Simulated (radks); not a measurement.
Q: The table gives one normalised radial function P(r) = r R(r) (large component) of C4+ in [He] (r in bohr). Calculated with a radial shooting solver on a logarithmic mesh with Libxc functionals: Dirac Kohn-Sham, LB94 model potential, spin-unpolarised, spherical densities, finite nucleus; Fermi nuclear charge, rms radius 2.4702 fm.

r,P
0.01665,0.4185
0.01954,0.4826
0.02275,0.5511
0.02649,0.6273
0.03083,0.7115
0.0359,0.8035
0.04212,0.9085
0.04904,1.0149
0.05709,1.1263
0.06646,1.2403
0.07737,1.3538
0.0908,1.4679
0.1057,1.5659
0.1231,1.6475
0.1433,1.7058
0.1681,1.7344
0.1957,1.7239
0.2278,1.6716
0.2652,1.5754
0.3088,1.4365
0.3624,1.2508
0.4218,1.0475
0.4911,0.8330
0.5717,0.6235
0.6656,0.4350
0.781,0.2725
0.9093,0.1584
1.059,0.0823

Which n and l does it have? It may be an empty orbital.

A: n = 1, l = 0: the number of nodes gives n - l - 1 = 0, the rise at small r points to l (this Dirac orbital starts outside the nucleus as r^gamma with gamma = sqrt((l + 1)^2 - (Z/c)^2) = 1.00; the j = 1/2 orbital of l + 1 starts with the same power, but with a smaller coefficient, and then steepens), and the extent must fit the shell. The curve is that of 1s1/2. 1s1/2: eigenvalue -382.13 eV, 0 radial nodes, <r> = 0.268 bohr, 90 % of the charge inside 0.480 bohr.
